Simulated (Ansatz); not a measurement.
A geometry relaxed with B3LYP-D3(BJ)/def2-TZVP in Ansatz (a first-principles code), charge 0, multiplicity 2:

```xyz
6

C      0.2826    -0.0150     0.0050
C     -1.0793     0.0579    -0.0202
H     -1.5822     0.8556    -0.5498
C      1.5012    -0.0804     0.0281
H     -1.6835    -0.6809     0.4887
H      2.5614    -0.1372     0.0483
```

Question: Write the SMILES of this molecule.

Answer: `[CH]=C=C`
